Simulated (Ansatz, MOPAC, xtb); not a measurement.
Diatomic TeCl, multiplicity 2 (lowest of 2S+1 = 2, 4 at CCSD(T)/def2-TZVPP on PBE0 minima; our sources give no spin for the ground state, which may be another). No spin–orbit coupling.

Seven points along R, fitted to fifth degree in 1/R; most abundant isotopes. In def2 and cc sets the state is the lowest found near the PBE0 minimum, followed along R.

Run with Ansatz (an electronic-structure program); MOPAC for PM6, PM7 (differences of heats of formation); xtb for the GFN methods.  In def2 rows elements past Kr take small-core potentials, without spin–orbit coupling. The GFN methods have no spin term and hold the electronic entropy of 300 K.

```csv
level,r_e (Å),ω_e (cm⁻¹),ω_e x_e (cm⁻¹),B_e (cm⁻¹),dipole (D)
PM6,2.411,385,0.62,0.105,-
PM7,2.298,411,1.1,0.116,-
GFN1-xTB,2.336,407,0.74,0.112,-
GFN2-xTB,2.326,372,0.65,0.113,-
SVWN5/def2-TZVPP,2.303,396,1.2,0.115,1.13
PBE/def2-TZVPP,2.336,375,1.2,0.112,1.30
r2SCAN/def2-TZVPP,2.321,386,1.2,0.114,1.37
B97M-V/def2-TZVPP,2.320,385,1.2,0.114,1.47
B3LYP/def2-TZVPP,2.340,375,1.2,0.112,1.52
PBE0/def2-TZVPP,2.311,395,1.2,0.115,1.44
BHLYP/def2-TZVPP,2.317,394,1.2,0.114,1.66
CAM-B3LYP/def2-TZVPP,2.319,392,1.2,0.114,1.60
wB97X-V/def2-TZVPP,2.305,404,1.1,0.115,1.58
wB97M-V/def2-TZVPP,2.313,398,1.1,0.114,1.59
B2PLYP/def2-TZVPP,2.326,385,1.2,0.113,-
CCSD/def2-TZVPP,2.320,392,1.2,0.114,-
CCSD/def2-QZVPP,2.309,398,1.2,0.115,-
CCSD(T)/def2-TZVPP,2.325,386,1.3,0.113,-
CCSD(T)/def2-QZVPP,2.314,392,1.2,0.114,-
"CCSD(T)/CBS(def2-TZVPP, def2-QZVPP)",2.309,395,1.2,0.115,-
```

Correlated levels freeze the inner cores; with def2 sets outer-core shells near the valence are correlated too. CBS: X⁻³ extrapolation of the correlation energy, Hartree–Fock from the larger set. The state that PM6, PM7 reach isn't checked; PM7 holds dispersion and hydrogen-bond terms.
